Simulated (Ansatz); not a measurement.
Energy needed to pull apart SiHBrO (SMILES O=[SiH]Br), closed shell, into free ground-state atoms, from the structure below (displaced at random from a GFN2-xTB minimum); no zero-point or spin–orbit terms; open-shell atoms are treated unrestricted, in their ground-state multiplicity.

O1  (0.125, -1.230, 1.128)
Si2  (0.213, -0.171, 0.159)
Br3  (-1.727, 0.819, -0.549)
H4  (1.341, 0.552, -0.717)
(Å)

Computed with Ansatz 0.2.0 (basis: def2-TZVPP); correlated methods freeze the cores. Filled d shells of the heavier atoms are correlated. The def2 sets are not built for correlating such inner shells, so the correlated values are less sure here.

```
   method  atomization energy (kcal/mol)
   PBE-D4                              ?
r2SCAN-D4                          301.3
   B97M-V                          299.5
  PBE0-D4                          293.4
  LC-wPBE                              ?
  wB97M-V                          297.1
       HF                          189.9
      MP2                          301.0
     CCSD                          277.8
  CCSD(T)                          286.3
```

What does LC-wPBE give? (To be estimated.)

Computed: 290.8 kcal/mol, which is about 4.4 kcal/mol more than CCSD(T)/def2-TZVPP.

What does PBE-D4 give? (Judge from chemistry; the value comes from the calculation.)

By the calculation: 306.4 kcal/mol, which is about 20.1 kcal/mol more than CCSD(T)/def2-TZVPP.

In triple zeta the MP2 and coupled-cluster atomization energies are still short of their basis limit by a few kcal/mol a bond, whereas those of the functionals are nearly converged, so these differences are not deviations from converged CCSD(T).

T1 diagnostic: at most 0.015.

For scale, one of the runs: CCSD(T)/def2-TZVPP forces, 135 basis functions (an equivalent command: `ansatz run in.yaml --threads 4`). Time: 44 s of wall clock on 4 CPU threads; the host was shared. Peak host memory: 1.2 GiB.
